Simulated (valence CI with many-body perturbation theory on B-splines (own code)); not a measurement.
Values are calculated unless marked as measured or tabulated.
## Ti I: what each term of the Hamiltonian does

Level of theory: valence CI with perturbative core correlation (CI+MBPT): four valence electrons over a frozen Dirac-Fock core [Ar], radial functions for each j: 9 s, 9 p, 10 d, 8 f, 5 g, 3 h, 1 i, with the one-electron correlation potential Σ1 (screened to all orders), the two-electron term Σ2, the three-electron term Σ3, Breit, model QED; selected single and double excitations, second order for the rest, scaled by the run's own slope (own B-spline code, finite nucleus).

Set against measurement, 41 paired levels are off by 376 cm⁻¹ on average, the worst by 558. These come from a selection out of the NIST Handbook of Basic Atomic Spectroscopic Data. Levels without a partner in it may be off by more, other configurations by 1,000 to 4,000 cm⁻¹. Among the levels kept, up to 670 cm⁻¹ of a level comes from second order outside the variational space, and about a tenth of that is noise between levels of different J, which matters for small intervals.

Each rung adds one term. CI alone is the Dirac-Coulomb CI over the frozen core; QED comes last and gives the full result, which names the levels. Energies are above 3d²4s² ³F_2 on the same rung, in cm⁻¹.

```csv
Level,CI alone,+ Σ1,+ Σ2,+ Σ3,+ Breit,Full
3d²4s² ³F_3,138,181,199,198,171,172
3d²4s² ³F_4,297,392,443,441,378,380
3d³4s ⁵F_1,17024,13882,5937,6063,6017,6000
3d³4s ⁵F_2,17087,13940,5988,6114,6059,6043
3d³4s ⁵F_3,17132,14002,6062,6188,6121,6105
3d³4s ⁵F_4,17182,14077,6159,6285,6200,6185
3d³4s ⁵F_5,17243,14172,6282,6407,6301,6286
3d²4s² ¹D_2,6548,7191,7290,7382,7352,7353
3d²4s² ³P_0,8388,8892,8130,8339,8332,8332
3d²4s² ³P_1,8458,8980,8206,8417,8403,8404
3d²4s² ³P_2,8552,9102,8330,8553,8517,8518
3d³4s ³F_2,21364,18354,10944,11083,11026,11006
3d³4s ³F_3,21447,18463,11070,11209,11132,11112
3d³4s ³F_4,21532,18596,11236,11374,11268,11249
3d²4s² ¹G_4,11512,12447,11694,11810,11769,11770
3d³4s ⁵P_1,22714,20736,13416,13544,13486,13471
3d³4s ⁵P_2,22795,20806,13472,13599,13534,13519
3d³4s ⁵P_3,22855,20886,13559,13686,13609,13594
3d³4s ³G_3,23949,21685,14612,14589,14520,14504
3d³4s ³G_4,23976,21730,14671,14647,14569,14553
3d³4s ³G_5,24007,21789,14748,14723,14632,14617
3d²4s4p ⁵G°_2,14019,14926,15448,15444,15445,15436
3d²4s4p ⁵G°_3,14107,15034,15564,15559,15546,15538
3d²4s4p ⁵G°_4,14217,15165,15705,15699,15672,15664
3d²4s4p ⁵G°_5,14346,15320,15872,15868,15824,15817
3d²4s4p ⁵G°_6,14500,15502,16074,16069,16002,15996
3d²4s4p ⁵F°_1,15921,16496,16433,16431,16425,16416
3d²4s4p ⁵F°_2,15976,16557,16496,16495,16480,16471
3d²4s4p ⁵F°_3,16052,16645,16593,16593,16566,16556
3d²4s4p ⁵F°_4,16147,16761,16727,16723,16678,16669
3d²4s4p ⁵F°_5,16259,16899,16878,16882,16812,16804
```

(1) How does the ionisation energy move along the ladder, and which term matters most?

## Answers

(1) CI alone 6.8595, + Σ1 7.0065, + Σ2 6.8312, + Σ3 6.8114, + Breit 6.8099, + QED 6.8089 eV. The largest step is Σ2, -0.1753 eV. NIST lists 6.82812 eV (measured).
